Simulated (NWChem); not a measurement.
System: ZnH2O; SMILES [ZnH][OH]

Output (shortened):

```
             Northwest Computational Chemistry Package (NWChem) 7.3.0
             --------------------------------------------------------

 CS  symmetry detected

                             Geometry "geometry" -> ""
                             -------------------------

 Output coordinates in angstroms (scale by  1.889725989 to convert to a.u.)

  No.       Tag          Charge          X              Y              Z
 ---- ---------------- ---------- -------------- -------------- --------------
    1 Zn                  30.0000    -0.00430263     0.37352292     0.00000000
    2 H                    1.0000    -0.06817573     1.89206628     0.00000000
    3 O                    8.0000    -0.07547538    -1.40807293     0.00000000
    4 H                    1.0000     0.80105768    -1.83317048     0.00000000

 Effective nuclear repulsion energy (a.u.)      94.1990067481

      Symmetry information
      --------------------

 Group name             Cs
 Group number              2
 Group order               2
 No. of unique centers     4

                                 NWChem DFT Module
                                 -----------------

 Summary of "ao basis" -> "ao basis" (spherical)
 ------------------------------------------------------------------------------
       Tag                 Description            Shells   Functions and Types
 ---------------- ------------------------------  ------  ---------------------
 Zn                          6-31g*                 12       34   5s4p2d1f
 H                           6-31g*                  2        2   2s
 O                           6-31g*                  6       14   3s2p1d

      Symmetry analysis of basis
      --------------------------

        a'         37
        a"         15

            General Information
            -------------------
          SCF calculation type: DFT
          Wavefunction type:  closed shell.
          No. of atoms     :     4
          No. of electrons :    40
           Alpha electrons :    20
            Beta electrons :    20
          Charge           :     0
          Spin multiplicity:     1
          Use of symmetry is: on ; symmetry adaption is: on
          Maximum number of iterations: 150
          AO basis - number of functions:    52
                     number of shells:    22
          Convergence on energy requested:  1.00D-06
          Convergence on density requested:  1.00D-05
          Convergence on gradient requested:  5.00D-04

              XC Information
              --------------
                         SCAN Method XC Functional
                  SCAN metaGGA Exchange Functional  1.000
                        SCAN Correlation Potential  1.000

             Grid Information
             ----------------
          Grid used for XC integration:  xfine
          Radial quadrature: Mura-Knowles
          Angular quadrature: Lebedev.
          Tag              B.-S. Rad. Rad. Pts. Rad. Cut. Ang. Pts.
          ---              ---------- --------- --------- ---------
          Zn                  1.35      160           8.0      1454
          H                   0.35      100          10.0      1202
          O                   0.60      100          10.0      1454
          Grid pruning is: on
          Number of quadrature shells:   460
          Spatial weights used:  Erf1

      Superposition of Atomic Density Guess
      -------------------------------------

 Sum of atomic energies:       -1853.23190502

      Non-variational initial energy
      ------------------------------

 Total energy =   -1853.450428
 1-e energy   =   -2776.296693
 2-e energy   =     828.647258
 HOMO         =      -0.409876
 LUMO         =      -0.003828

      Symmetry analysis of molecular orbitals - initial
      -------------------------------------------------

  Numbering of irreducible representations:

     1 a'          2 a"

  Orbital symmetries:

     1 a'          2 a'          3 a'          4 a'          5 a"
     6 a'          7 a'          8 a'          9 a'         10 a"
    11 a'         12 a'         13 a'         14 a"         15 a'
    16 a"         17 a'         18 a'         19 a"         20 a'
    21 a'         22 a'         23 a"         24 a'         25 a'
    26 a'         27 a"         28 a'         29 a'         30 a'

     ---------------------------------------------
      Total Density - Mulliken Population Analysis
     ---------------------------------------------

    Atom       Charge   Shell Charges
 -----------   ------   -------------------------------------------------------
    1 Zn  30    29.20   2.00  2.00  6.00  2.00  6.00  0.61  0.23  0.37  0.04  6.81  3.13  0.01
    2 H    1     1.05   0.42  0.63
    3 O    8     9.30   2.00  0.95  3.21  0.95  2.18  0.01
    4 H    1     0.46   0.36  0.10

[...]

                         DFT ENERGY GRADIENTS

    atom               coordinates                        gradient
                 x          y          z           x          y          z
   1 Zn     -0.008131   0.705856   0.000000    0.001460   0.015881   0.000000
   2 H      -0.128833   3.575487   0.000000   -0.000168   0.005154   0.000000
   3 O      -0.142628  -2.660872   0.000000   -0.007380  -0.019154   0.000000
   4 H       1.513780  -3.464190   0.000000    0.006089  -0.001881   0.000000
```

Level: SCAN/6-31G* (spherical d). Structure relaxed at the PBE-D3(BJ)/def2-SVP level.

### Question
Reconstruct the input file.

### Answer
Several could match; the one computed here: the input that was run:
```
start job
memory heap 200 mb stack 900 mb global 1100 mb
geometry units angstroms noautoz
  Zn    -0.231217     0.269502     0.000000
  H     -0.352479     1.784543     0.000000
  O     -0.234955    -1.513511     0.000000
  H      0.657029    -1.905152     0.000000
end
basis spherical
  * library 6-31g*
end
dft
  xc scan
  grid xfine
  iterations 150
  mulliken
end
task dft gradient
```
